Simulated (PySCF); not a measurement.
```xyz
4

B     -0.0530     0.0048     0.0008
F      1.2580    -0.1284     0.0022
H     -0.4997     1.1080    -0.0008
H     -0.7117    -0.9864    -0.0025
```

Charge 0, multiplicity 1.

Question: Give the Mulliken and meta-Löwdin atomic charges from PBE-D3(BJ)/def2-TZVP // M06-2X/def2-TZVP (PySCF 2.14.0).

Answer: 
| atom | Mulliken (e) | meta-Löwdin (e) |
|---|---|---|
| B1 | 0.18 | 0.23 |
| F2 | -0.18 | -0.24 |
| H3 | 0.00 | 0.00 |
| H4 | 0.00 | 0.00 |
